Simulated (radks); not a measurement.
Species: the manganese ion Mn+. Configuration: [Ar] 3d3 4s1 4p2 (not the ground configuration).

Method: non-relativistic Kohn-Sham, r2SCAN, spin-polarised, spherical densities, point nucleus; open shells are filled with parallel spins first; meta-GGA in the generalised Kohn-Sham scheme; computed with a radial shooting solver on a logarithmic mesh with Libxc functionals.

Energy parts (hartree):
total: -1149.68949
kinetic: 1148.82925
electron-nucleus: -2711.75661
Hartree: 464.33112
exchange-correlation: -51.09324

Orbitals (lengths in bohr, moments of r in powers of bohr; r(max) is where P^2 peaks):
orbital  occ.  eigenvalue (hartree)   r(max)
1s up       1             -235.9978  0.04054
1s down     1             -235.9915  0.04054
2s up       1             -28.26426   0.2350
2s down     1             -28.18115   0.2349
2p up       3             -24.30702   0.1897
2p down     3             -24.24061   0.1895
3s up       1              -4.16214   0.7355
3s down     1              -3.97329   0.7382
3p up       3              -2.99869   0.7445
3p down     3              -2.80884   0.7483
3d up       3              -1.13572   0.7219
3d down     0              -0.93359   0.7298
4s up       1              -0.66159    2.165
4p up       2              -0.43015    2.485

The highest occupied level is 4p up at -11.705 eV. The configuration is held as typed, so some empty levels lie below it. Spin moment in Bohr magnetons: 6. The electron density at the nucleus is 1.057e+04 e/bohr^3. Virial ratio -V/T = 2.00075. The spin density at the nucleus is 7.104 e/bohr^3 (1s 0.004, 2s -1.644, 3s 1.515, 4s 7.229), a Fermi contact field of 372 T. Summed over all electrons, <r^2> = 37.04 bohr^2, which gives a Langevin (diamagnetic) susceptibility term of -29.3 x 10^-6 cm^3/mol.
